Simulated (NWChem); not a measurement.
Species: C₃H₂F₄; SMILES FC1(C(C1)(F)F)F

```xyz
9

F     -1.0982     1.3941    -0.3372
C      0.0000     0.7414     0.0338
F      1.0982     1.3941    -0.3372
C      0.0000     0.0000     1.3419
C      0.0000    -0.7414     0.0338
F      1.0982    -1.3941    -0.3372
F     -1.0982    -1.3941    -0.3372
H      0.9332     0.0000     1.9119
H     -0.9332     0.0000     1.9119
```
Atoms are numbered in this order, from 1.

Computed with NWChem. Coordinates come from a PBE0/def2-SVP optimisation. Level: M05-2X/def2-SVP with SMD (1 M gas to 1 M solution), gas-phase geometry.

### Question
Among these, which solvent gives the highest value of “cavity-dispersion-structure term (kcal/mol)”?
(A) 1-propanol
(B) water
(C) toluene
(D) anisole

### Answer
B, water. Values: toluene 0.2; anisole 0.8; 1-propanol 0.9; water 4.4
